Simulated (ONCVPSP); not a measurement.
Building the ONCV potential for nickel (PBE, scalar-relativistic).

- Element: Ni
- Generator: ONCVPSP 4.0.1
- Type: optimised norm-conserving Vanderbilt (ONCV)
- Functional: PBE
- Relativity: scalar-relativistic
- Frozen core: [Ne]
- Valence charge: 18
- Reference configuration: 3s2 3p6 3d8 4s2
- Partial waves: 3s+4s: rc 1.10 bohr, ncon 4, nbas 9, qcut 12.9 1/bohr, 2 projectors; 3p: rc 0.70 bohr, ncon 4, nbas 8, qcut 9.9 1/bohr, 2 projectors, debl 3.8 Ha; 3d: rc 1.65 bohr, ncon 3, nbas 7, qcut 11.3 1/bohr, 1 projector
- Local potential: polynomial inside 0.70 bohr (lpopt 3, dvloc0 -1 Ha)
- Core correction: Teter function, fcfact 2.75, rcfact 1.65

**Question.** Does the generator finish with these settings?

**Answer.** Yes, a potential is produced and its reference levels are reproduced.

**Question.** Estimate the cutoffs (Ha) at which the residual kinetic energy of the hardest occupied pseudo-wave falls to 1 and 0.1 mHa per electron.

**Answer.** 187 Ha and 390 Ha.

**Question.** Does the potential have ghost states?

**Answer.** No bound ghost flagged; no localised positive-energy state flagged.

**Question.** Which valence shell sets the plane-wave cutoff?

**Answer.** 3p: 187 Ha for 1 mHa per electron, against 54 Ha for 3s.

**Question.** Tests: 3s2 3p6 3d8 4s1; 3s2 3p6 3d8 4s0; 3s2 3p6 3d7 4s0; 3s2 3p6 3d8.5 4s1.5. Which has the largest error in its energy relative to the reference configuration, and how large is it?

**Answer.** 3s2 3p6 3d7 4s0, with -23 meV (all-electron minus pseudo) on +64.14 eV.
